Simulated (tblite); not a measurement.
A geometry optimisation, step by step.

Species: C8H12N (charge +1).
Bonds: C1–C2, C2–C3, C3–C4 (aromatic), C4–C5 (aromatic), C5–C6 (aromatic), C6–C7 (aromatic), C7–N8 (aromatic), N8–C9, C3–N8 (aromatic). Hydrogens: H10, H11, H12 on C1; H13, H14 on C2; H15 on C4; H16 on C5; H17 on C6; H18 on C7; H19, H20, H21 on C9.
Bond orders are those of one Lewis drawing.

Computed with GFN2-xTB (tblite), gas phase: L-BFGS steps from a force-field or distance-geometry start until the largest atomic force falls under 0.01 eV/Å. 4 of its 66 geometries are shown.

Step 0: E = -700.9131 eV, largest atomic force 1.976 eV/Å
```
atom  x, y, z in Å  |  force x, y, z in eV/Å
C1      2.684   -0.101    0.392    1.533   0.654   1.061
C2      1.444    0.676    0.041   -0.257   0.463   0.452
C3      0.200   -0.121    0.043   -0.276   1.095  -0.505
C4      0.137   -1.460    0.313   -0.233  -1.397   0.423
C5     -1.058   -2.162    0.305   -0.767   0.840  -0.366
C6     -2.232   -1.457   -0.024    0.828   0.089   0.158
C7     -2.120   -0.104   -0.300   -0.054  -0.523   0.139
N8     -0.933    0.552   -0.262   -1.050  -0.228  -0.340
C9     -0.942    1.975   -0.574    0.316   0.393   1.250
H10     3.556    0.491    0.022   -0.524  -0.652   0.245
H11     2.806   -0.116    1.510   -0.118  -0.397  -1.069
H12     2.738   -1.108   -0.026    0.008   0.421   0.088
H13     1.588    1.159   -0.926   -0.148  -0.004  -0.128
H14     1.282    1.501    0.784    0.358  -0.451  -0.470
H15     1.019   -2.019    0.571    0.186   0.124   0.015
H16    -1.152   -3.207    0.522    0.307  -0.206   0.089
H17    -3.173   -1.988   -0.040    0.022   0.314  -0.080
H18    -3.034    0.422   -0.542    0.267   0.277  -0.041
H19    -0.402    2.536    0.251   -0.532  -0.516  -0.842
H20    -1.987    2.321   -0.547    0.497  -0.034  -0.352
H21    -0.429    2.225   -1.515   -0.363  -0.261   0.272
```

Step 22: E = -701.2086 eV, largest atomic force 0.161 eV/Å
```
atom  x, y, z in Å  |  force x, y, z in eV/Å
C1      2.723   -0.095    0.394   -0.007   0.022   0.027
C2      1.458    0.678    0.040   -0.066   0.042  -0.009
C3      0.173   -0.085    0.093    0.080  -0.042  -0.014
C4      0.124   -1.447    0.381   -0.021  -0.031   0.041
C5     -1.072   -2.141    0.324    0.030   0.012  -0.018
C6     -2.234   -1.454   -0.014    0.062  -0.016   0.003
C7     -2.146   -0.107   -0.266   -0.006  -0.016   0.018
N8     -0.980    0.557   -0.210    0.063  -0.124  -0.082
C9     -0.976    1.965   -0.541    0.033  -0.034   0.034
H10     3.578    0.560    0.241   -0.009  -0.040   0.009
H11     2.730   -0.406    1.434   -0.053  -0.019   0.013
H12     2.852   -0.965   -0.241    0.021  -0.016  -0.050
H13     1.567    1.064   -0.979   -0.002   0.036  -0.014
H14     1.395    1.551    0.697   -0.038  -0.005   0.016
H15     1.034   -1.966    0.645   -0.097   0.088  -0.050
H16    -1.106   -3.202    0.518    0.036   0.023   0.041
H17    -3.184   -1.958   -0.090    0.021   0.026   0.025
H18    -3.019    0.464   -0.535   -0.073   0.051   0.004
H19    -0.502    2.547    0.248    0.009   0.021   0.046
H20    -1.994    2.320   -0.673   -0.039   0.016   0.008
H21    -0.429    2.136   -1.467    0.056   0.007  -0.048
```

Step 43: E = -701.2227 eV, largest atomic force 0.043 eV/Å
```
atom  x, y, z in Å  |  force x, y, z in eV/Å
C1      2.706   -0.104    0.386   -0.006  -0.001  -0.011
C2      1.455    0.689    0.027   -0.002   0.004   0.006
C3      0.180   -0.087    0.048   -0.004   0.013  -0.011
C4      0.133   -1.443    0.358    0.011   0.013   0.005
C5     -1.063   -2.135    0.345    0.002  -0.004  -0.023
C6     -2.228   -1.454    0.010   -0.015   0.018   0.000
C7     -2.146   -0.113   -0.277    0.012   0.027   0.016
N8     -0.977    0.547   -0.253    0.007   0.023   0.001
C9     -0.968    1.962   -0.556   -0.006  -0.007  -0.001
H10     3.569    0.553    0.334   -0.008   0.008   0.011
H11     2.647   -0.496    1.398    0.017  -0.002  -0.008
H12     2.871   -0.921   -0.311    0.003  -0.009   0.002
H13     1.587    1.120   -0.972   -0.011  -0.016  -0.004
H14     1.370    1.534    0.718   -0.013   0.000   0.023
H15     1.046   -1.954    0.612    0.022  -0.014  -0.004
H16    -1.090   -3.186    0.584    0.006  -0.015   0.009
H17    -3.179   -1.957   -0.023   -0.028   0.005   0.004
H18    -3.027    0.459   -0.528    0.011  -0.004  -0.007
H19    -0.533    2.525    0.272    0.002  -0.004  -0.028
H20    -1.981    2.323   -0.719    0.008  -0.040  -0.015
H21    -0.379    2.157   -1.454   -0.010   0.005   0.033
```

Step 65: E = -701.2245 eV, largest atomic force 0.010 eV/Å
```
atom  x, y, z in Å  |  force x, y, z in eV/Å
C1      2.711   -0.102    0.384   -0.001  -0.004   0.000
C2      1.454    0.689    0.037   -0.001   0.000   0.002
C3      0.182   -0.091    0.044   -0.005  -0.004   0.001
C4      0.133   -1.449    0.346    0.002  -0.002   0.003
C5     -1.066   -2.136    0.342    0.002   0.001   0.002
C6     -2.233   -1.448    0.027    0.000  -0.005   0.003
C7     -2.146   -0.108   -0.265   -0.006  -0.007   0.003
N8     -0.974    0.546   -0.254   -0.006  -0.005  -0.004
C9     -0.967    1.957   -0.569    0.002   0.002  -0.001
H10     3.568    0.565    0.353   -0.007   0.004  -0.002
H11     2.654   -0.520    1.386   -0.001  -0.001   0.001
H12     2.888   -0.900   -0.331   -0.006  -0.005   0.000
H13     1.586    1.137   -0.953   -0.002   0.000  -0.001
H14     1.359    1.520    0.745    0.001   0.003   0.003
H15     1.046   -1.965    0.588    0.009   0.003  -0.003
H16    -1.095   -3.188    0.579    0.004   0.008  -0.004
H17    -3.190   -1.943    0.011    0.001   0.007  -0.003
H18    -3.026    0.466   -0.514    0.003  -0.002   0.002
H19    -0.565    2.534    0.265    0.002   0.005   0.003
H20    -1.979    2.300   -0.772    0.002   0.004  -0.001
H21    -0.351    2.152   -1.448    0.006  -0.002  -0.003
```

**Question.** Summarise the path.

**Answer.** The energy falls by 30.04 kJ/mol from step 0 to step 65; nine tenths of that is first reached at step 17. It falls at every step. The largest force goes from 1.976 to 0.010 eV/Å. Among the bonds C9–H19 changes most, from 1.134 to 1.091 Å; the atoms move by 0.171 Å rms after alignment.

**Question.** Follow the three bonds and two angles with the largest change from start to end.

**Answer.** 
```tsv
step	E above end (kJ/mol)	largest force (eV/Å)	C9–H19 (Å)	C1–H11 (Å)	C1–H10 (Å)	H20–C9–H21 (°)	C6–C7–H18 (°)
0	30.04	1.976	1.134	1.125	1.117	113.1	116.8
3	10.59	0.312	1.086	1.080	1.080	110.0	119.2
6	7.47	0.171	1.091	1.088	1.087	107.7	121.1
8	6.46	0.140	1.092	1.089	1.088	108.0	121.5
11	5.60	0.141	1.089	1.086	1.086	108.8	121.5
14	4.50	0.162	1.088	1.086	1.087	109.1	121.2
17	2.89	0.204	1.091	1.089	1.088	109.0	120.9
20	2.13	0.137	1.090	1.087	1.087	108.9	120.8
23	1.35	0.112	1.089	1.086	1.087	108.1	121.0
25	1.15	0.082	1.091	1.086	1.086	108.0	121.2
28	0.83	0.071	1.091	1.088	1.087	108.6	121.2
31	0.60	0.060	1.090	1.087	1.087	108.8	121.2
34	0.46	0.047	1.091	1.086	1.086	108.8	121.2
37	0.36	0.037	1.090	1.086	1.086	108.6	121.1
40	0.26	0.046	1.090	1.087	1.087	108.5	121.1
42	0.20	0.038	1.091	1.087	1.087	108.6	121.1
45	0.12	0.038	1.091	1.086	1.086	108.7	121.0
48	0.09	0.019	1.091	1.086	1.086	108.6	121.0
51	0.07	0.018	1.091	1.087	1.086	108.6	121.1
54	0.05	0.018	1.091	1.087	1.086	108.6	121.1
57	0.03	0.019	1.091	1.087	1.086	108.6	121.0
59	0.03	0.017	1.091	1.087	1.086	108.6	121.2
62	0.01	0.017	1.091	1.086	1.086	108.6	121.2
65	0.00	0.010	1.091	1.087	1.086	108.6	121.1
```
